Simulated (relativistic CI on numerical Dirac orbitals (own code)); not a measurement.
# Forbidden lines of W20+

Computed by Dirac-Coulomb-Breit CI, orbitals from a KLI potential per configuration, QED by a radiative potential, unscaled Slater integrals (own radial code, finite nucleus).

Configuration list (outside the closed core [Ar] 3d10 4p6 4d10): 4s²4f⁸, 4s²4f⁷5s, 4s²4f⁶5s², 4s²4f⁷6s, 4f¹⁰. Levels of other configurations are missing.

```tsv
λ vac (Å)	Lower	Upper	Type	A (s⁻¹)	E lower (cm⁻¹)	E upper (cm⁻¹)
1323.9	4s²4f⁸ ⁷F6 [1]	4s²4f⁸ ⁵G5 [25]	M1	4.67e+01	0.0	75534.2
1338.0	4s²4f⁸ ⁷F6 [1]	4s²4f⁸ ⁵F5 [24]	M1	4.61e+02	0.0	74736.0
1394.9	4s²4f⁸ ⁷F6 [1]	4s²4f⁸ ⁵H6 [22]	M1	1.00e+02	0.0	71690.5
1469.9	4s²4f⁸ ⁷F6 [1]	4s²4f⁸ ⁵H7 [21]	M1	1.79e+01	0.0	68030.4
1499.4	4s²4f⁸ ⁷F5 [2]	4s²4f⁸ ⁵G5 [25]	M1	1.51e+02	8842.8	75534.2
1517.6	4s²4f⁸ ⁷F5 [2]	4s²4f⁸ ⁵F5 [24]	M1	6.53e+01	8842.8	74736.0
1567.1	4s²4f⁸ ⁷F4 [3]	4s²4f⁸ ⁵G5 [25]	M1	4.88e+01	11721.9	75534.2
1591.1	4s²4f⁸ ⁷F5 [2]	4s²4f⁸ ⁵H6 [22]	M1	2.66e+01	8842.8	71690.5
1610.1	4s²4f⁸ ⁷F6 [1]	4s²4f⁸ ⁵L6 [18]	M1	1.40e+02	0.0	62109.5
1679.3	4s²4f⁸ ⁷F6 [1]	4s²4f⁸ ⁵L7 [14]	M1	1.16e+01	0.0	59548.9
1700.8	4s²4f⁸ ⁷F6 [1]	4s²4f⁸ ⁵G5 [12]	M1	6.71e+01	0.0	58797.0
1726.9	4s²4f⁸ ⁷F2 [5]	4s²4f⁸ ⁵D1 [27]	M1	4.14e+02	18392.0	76299.4
1816.2	4s²4f⁸ ⁷F0 [7]	4s²4f⁸ ⁵D1 [27]	M1	3.21e+02	21240.3	76299.4
1866.3	4s²4f⁸ ⁷F4 [3]	4s²4f⁸ ⁵D3 [19]	M1	3.03e+02	11721.9	65304.6
1877.3	4s²4f⁸ ⁷F5 [2]	4s²4f⁸ ⁵L6 [18]	M1	1.08e+01	8842.8	62109.5
1898.3	4s²4f⁸ ⁷F1 [6]	4s²4f⁸ ³P0 [23]	M1	7.96e+02	20413.3	73091.5
1994.1	4s²4f⁸ ⁷F6 [1]	4s²4f⁸ ⁵G6 [9]	M1	4.69e+02	0.0	50149.0
2001.8	4s²4f⁸ ⁷F5 [2]	4s²4f⁸ ⁵G5 [12]	M1	3.00e+02	8842.8	58797.0
2009.6	4s²4f⁸ ⁷F3 [4]	4s²4f⁸ ⁵G2 [20]	M1	7.27e+01	16061.6	65823.2
2017.1	4s²4f⁸ ⁷F5 [2]	4s²4f⁸ ⁵G4 [11]	M1	5.22e+01	8842.8	58418.1
2108.3	4s²4f⁸ ⁷F2 [5]	4s²4f⁸ ⁵G2 [20]	M1	6.51e+01	18392.0	65823.2
2124.3	4s²4f⁸ ⁷F4 [3]	4s²4f⁸ ⁵G5 [12]	M1	3.25e+01	11721.9	58797.0
2131.6	4s²4f⁸ ⁷F2 [5]	4s²4f⁸ ⁵D3 [19]	M1	4.85e+01	18392.0	65304.6
2141.5	4s²4f⁸ ⁷F4 [3]	4s²4f⁸ ⁵G4 [11]	M1	2.41e+02	11721.9	58418.1
2185.9	4s²4f⁸ ⁷F3 [4]	4s²4f⁸ ⁵G3 [17]	M1	1.27e+02	16061.6	61809.6
2199.6	4s²4f⁸ ⁷F3 [4]	4s²4f⁸ ³P2 [16]	M1	4.59e+02	16061.6	61525.2
2303.2	4s²4f⁸ ⁷F2 [5]	4s²4f⁸ ⁵G3 [17]	M1	1.35e+02	18392.0	61809.6
2360.9	4s²4f⁸ ⁷F3 [4]	4s²4f⁸ ⁵G4 [11]	M1	2.84e+01	16061.6	58418.1
2420.9	4s²4f⁸ ⁷F5 [2]	4s²4f⁸ ⁵G6 [9]	M1	2.94e+01	8842.8	50149.0
2432.4	4s²4f⁸ ⁷F1 [6]	4s²4f⁸ ³P2 [16]	M1	2.11e+02	20413.3	61525.2
2984.7	4s²4f⁸ ⁵D4 [8]	4s²4f⁸ ⁵F5 [24]	M1	7.06e+01	41231.3	74736.0
3087.5	4s²4f⁸ ⁷F5 [2]	4s²4f⁸ ⁵D4 [8]	M1	4.21e+02	8842.8	41231.3
3973.0	4s²4f⁸ ⁷F3 [4]	4s²4f⁸ ⁵D4 [8]	M1	6.85e+01	16061.6	41231.3
4154.0	4s²4f⁸ ⁵D4 [8]	4s²4f⁸ ⁵D3 [19]	M1	3.58e+02	41231.3	65304.6
4859.5	4s²4f⁸ ⁵D4 [8]	4s²4f⁸ ⁵G3 [17]	M1	1.53e+02	41231.3	61809.6
5974.7	4s²4f⁸ ⁵G5 [12]	4s²4f⁸ ⁵G5 [25]	M1	2.70e+01	58797.0	75534.2
6076.2	4s²4f⁸ ⁵L9 [13]	4s²4f⁸ ⁵I8 [26]	M1	4.01e+01	59542.3	75999.9
6822.1	4s²4f⁸ ⁵L8 [15]	4s²4f⁸ ⁵I8 [26]	M1	1.78e+01	61341.8	75999.9
8236.1	4s²4f⁸ ⁵L7 [14]	4s²4f⁸ ⁵H6 [22]	M1	1.99e+01	59548.9	71690.5
8360.8	4s²4f⁸ ⁵G6 [9]	4s²4f⁸ ⁵L6 [18]	M1	6.60e+01	50149.0	62109.5
10638.4	4s²4f⁸ ⁵G6 [9]	4s²4f⁸ ⁵L7 [14]	M1	1.30e+01	50149.0	59548.9
11308.7	4s²4f⁸ ⁷F6 [1]	4s²4f⁸ ⁷F5 [2]	M1	3.14e+01	0.0	8842.8
11563.3	4s²4f⁸ ⁵G6 [9]	4s²4f⁸ ⁵G5 [12]	M1	2.11e+01	50149.0	58797.0
11790.3	4s²4f⁸ ⁵L7 [14]	4s²4f⁸ ⁵H7 [21]	M1	1.96e+01	59548.9	68030.4
15266.2	4s²4f⁸ ⁵L10 [10]	4s²4f⁸ ⁵L9 [13]	M1	1.11e+01	52991.9	59542.3
```

Terms are leading LS components. Brackets give the number of a level in order of energy, since labels repeat. The list gives strong lines, with weight on those to low levels, among the lowest 200 of 2005 levels, so that lines to higher ones, which can be the strongest, are missing. Levels whose partners in the same complex of configurations lie outside the list can be far off, and so can their lines. Rates are taken at the computed energies, electric ones in the length gauge.

At this charge energies of transitions that change n are usually good to better than 1 %, and those within a shell (Δn = 0) to a few per cent. Terms inside the open d or f shell come out 10 to 20 % too wide with unscaled integrals.

LS names give the leading component of a level, which can be under half, so a name can repeat, a term be missing and a line seem to break the LS rules.
